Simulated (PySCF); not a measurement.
Correlation energy of Te (tellurium, neutral)

[Kr] 4d10 5s2 5p4, high-spin 3P determinant. Calculation: PySCF 2.14, in def2-TZVP with the def2 core potential (28 electrons) (6s5p3d2f, 50 functions); scalar relativity through the core potential. Frozen: 4s2 4p6 4d10; 6 electrons correlated.

MP2 pair energies summed by pair of shells (mhartree):

```csv
pair,energy,share (%)
5s-5p,-39.08,46.2
5p-5p,-38.26,45.2
5s-5s,-7.32,8.6
```

Total MP2 correlation energy: -84.65 mhartree.

Same-spin part -19.22 and opposite-spin part -65.44 mhartree; SCS-MP2 scales them by 1/3 and 6/5 to -84.93 mhartree.

```tsv
level	correlation energy (mhartree)
CCSD	-101.96
(T)	-3.14
CCSD(T)	-105.10
```

Diagnostics: T1 = 0.0086, D1 = 0.0260, largest double amplitude 0.053.

Question: Is a single reference adequate?

Answer: Yes, within this model without spin-orbit coupling: T1 lies below 0.03 and no double amplitude reaches 0.07.
